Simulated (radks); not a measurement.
The numbers below are computed, except where a source is named.
Pm VII, configuration [Kr] 4d10 4f3 5s2 5p4 (the NIST ground configuration).

Code: a radial shooting solver on a logarithmic mesh with Libxc functionals. Model: Dirac Kohn-Sham, exchange-only PBE, spin-unpolarised, spherical densities, finite nucleus; open shells fill j = l - 1/2 first; Fermi nuclear charge, rms radius 4.962 fm.

Energy parts (Ry):
part                   energy
total             -20029.6796
kinetic            21665.2940
electron-nucleus  -48680.0418
Hartree             7432.1365
exchange            -447.0682

Orbitals (lengths in bohr, moments of r in powers of bohr):
orbital  occ.  eigenvalue (Ry)      <r^4>      <r>
1s1/2       2        -3311.810  1.418e-06  0.02318
2s1/2       2        -543.4165  0.0002289  0.09846
2p1/2       2        -514.9553  0.0001428  0.08245
2p3/2       4        -473.7801  0.0001825  0.08897
3s1/2       2        -123.4130   0.009089   0.2602
3p1/2       2        -111.2068   0.008356   0.2498
3p3/2       4        -102.9293    0.01005   0.2624
3d3/2       4        -81.70306   0.007466   0.2339
3d5/2       6        -79.90976   0.007906   0.2379
4s1/2       2        -29.42249     0.2245   0.5904
4p1/2       2        -24.76491     0.2577   0.6047
4p3/2       4        -22.93234     0.3077   0.6325
4d3/2       4        -15.25115     0.4411   0.6729
4d5/2       6        -14.92056     0.4661   0.6825
5s1/2       2         -8.30114      5.607    1.335
5p1/2       2         -6.88437      7.885    1.446
5p3/2       2         -6.55220      9.250    1.507
4f5/2       3         -5.97807      1.574   0.8395
4f7/2       0         -5.93331      1.619   0.8457
5d3/2       0         -4.47846      20.93    1.831
5d5/2       0         -4.43120      21.81    1.851
6s1/2       0         -3.66485      81.99    2.653

The highest occupied level is 4f5/2 at -81.336 eV. The density falls to 0.001 e/bohr^3 at r = 2.95 bohr.
